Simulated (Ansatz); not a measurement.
Geometry optimisation, Ansatz 0.2.0, RKS B3LYP/cc-pVDZ.

Input file:

```yaml
crystal:
  periodic: [false, false, false]
  atoms:
    - { symbol: B, position_ang: [-1.4246, -1.6034, 0.7475] }
    - { symbol: C, position_ang: [-0.535, -0.8935, -0.3688] }
    - { symbol: C, position_ang: [-0.0467, 0.4999, 0.0429] }
    - { symbol: C, position_ang: [0.9, 1.1248, -1.0764] }
    - { symbol: "N", position_ang: [0.7848, 0.3829, 1.266] }
    - { symbol: F, position_ang: [-1.0955, 1.3497, 0.2938] }
    - { symbol: H, position_ang: [-1.1467, -2.5895, 1.2277] }
    - { symbol: H, position_ang: [-2.4372, -1.0087, 1.0553] }
    - { symbol: H, position_ang: [-1.1157, -0.7845, -1.2641] }
    - { symbol: H, position_ang: [0.3273, -1.5714, -0.5364] }
    - { symbol: H, position_ang: [1.6921, 0.4722, -1.285] }
    - { symbol: H, position_ang: [1.2101, 2.1276, -0.7565] }
    - { symbol: H, position_ang: [0.1621, 1.2541, -2.0069] }
    - { symbol: H, position_ang: [1.051, 1.3605, 1.5994] }
    - { symbol: H, position_ang: [1.6523, -0.1714, 1.0907] }
basis:
  gaussian: { orbitals: cc-pVDZ }
hamiltonian:
  xc: b3lyp
relax:
  f_tol: 0.015
  max_steps: 40
```

Run as:

```bash
$ ansatz run input.yaml --threads 2 --pin off --max-ram 3072MiB --backend cpu --events-out ev --progress --plain --runs-dir out
```

Task: Where does it end, and by what steps?

Result: The forces met the threshold. After 29 steps the energy has fallen by 1.235 eV; H7 moved furthest, 1.97 Å. Joined: B1–N5.

```json
{"step": "0", "energy less start (eV)": "0.0000", "largest force component (eV/Å)": "5.133", "accepted": "yes"}
{"step": "2", "energy less start (eV)": "-0.6279", "largest force component (eV/Å)": "0.515", "accepted": "yes"}
{"step": "4", "energy less start (eV)": "-0.6684", "largest force component (eV/Å)": "0.310", "accepted": "yes"}
{"step": "6", "energy less start (eV)": "-0.6842", "largest force component (eV/Å)": "0.111", "accepted": "yes"}
{"step": "8", "energy less start (eV)": "-0.7343", "largest force component (eV/Å)": "0.323", "accepted": "yes"}
{"step": "10", "energy less start (eV)": "-0.8447", "largest force component (eV/Å)": "0.376", "accepted": "yes"}
{"step": "12", "energy less start (eV)": "-0.9556", "largest force component (eV/Å)": "0.440", "accepted": "yes"}
{"step": "14", "energy less start (eV)": "-1.0679", "largest force component (eV/Å)": "0.555", "accepted": "yes"}
{"step": "16", "energy less start (eV)": "-1.1001", "largest force component (eV/Å)": "0.206", "accepted": "yes"}
{"step": "18", "energy less start (eV)": "-1.1110", "largest force component (eV/Å)": "0.025", "accepted": "yes"}
{"step": "20", "energy less start (eV)": "-1.1226", "largest force component (eV/Å)": "0.163", "accepted": "yes"}
{"step": "22", "energy less start (eV)": "-1.1365", "largest force component (eV/Å)": "0.508", "accepted": "yes"}
{"step": "24", "energy less start (eV)": "-1.2113", "largest force component (eV/Å)": "0.157", "accepted": "yes"}
{"step": "26", "energy less start (eV)": "-1.2330", "largest force component (eV/Å)": "0.105", "accepted": "yes"}
{"step": "28", "energy less start (eV)": "-1.2346", "largest force component (eV/Å)": "0.023", "accepted": "yes"}
{"step": "29", "energy less start (eV)": "-1.2347", "largest force component (eV/Å)": "0.006", "accepted": "yes"}
```

```xyz
15
Properties=species:S:1:pos:R:3
B -0.418 -1.301 0.829
C -0.983 -0.656 -0.578
C -0.171 0.597 -0.279
C 1.183 0.706 -0.947
N -0.031 0.330 1.196
F -0.838 1.815 -0.442
H 0.639 -1.899 0.751
H -1.200 -1.732 1.651
H -2.057 -0.414 -0.550
H -0.746 -1.120 -1.545
H 1.766 -0.213 -0.793
H 1.741 1.571 -0.553
H 1.035 0.852 -2.027
H -0.794 0.793 1.696
H 0.853 0.622 1.619
```

Whether the end is a true minimum wasn't checked by a vibrational analysis.

Run time: 2.5 min on 2 threads of Arm Neoverse V1, with other jobs on the host, peak memory 0.34 GiB.
